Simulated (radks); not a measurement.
Values are calculated unless marked as measured or tabulated.
Task: Orbital eigenvalues (eV) of the vanadium ion V3+, [Ar] 3d2, of relativity; Dirac values are averaged over j with weights 2j + 1. Spin-unpolarised spherical Kohn-Sham, PBE, point nucleus unless stated (finite: rms radius 3.6002 fm), a radial shooting solver on a logarithmic mesh with Libxc functionals. A level marked "c x" has the speed of light scaled by that factor and shares open shells by 2j + 1; other Dirac levels either fill j = l - 1/2 first or share by 2j + 1.

shell       non-rel.
1s           -5360.3
2s           -630.15
2p           -536.95
3s           -102.68
3p           -77.133
3d           -37.159
4s (empty)   -27.574
4p (empty)   -21.783

Give the values at the level "Dirac, c x 100".

Result: 
shell       Dirac, c x 100  change of magnitude (%)
1s                 -5360.3                    0.00
2s                 -630.15                    0.00
2p                 -536.95                    0.00
3s                 -102.68                    0.00
3p                 -77.133                    0.00
3d                 -37.159                    0.00
4s (empty)         -27.574                    0.00
4p (empty)         -21.783                    0.00
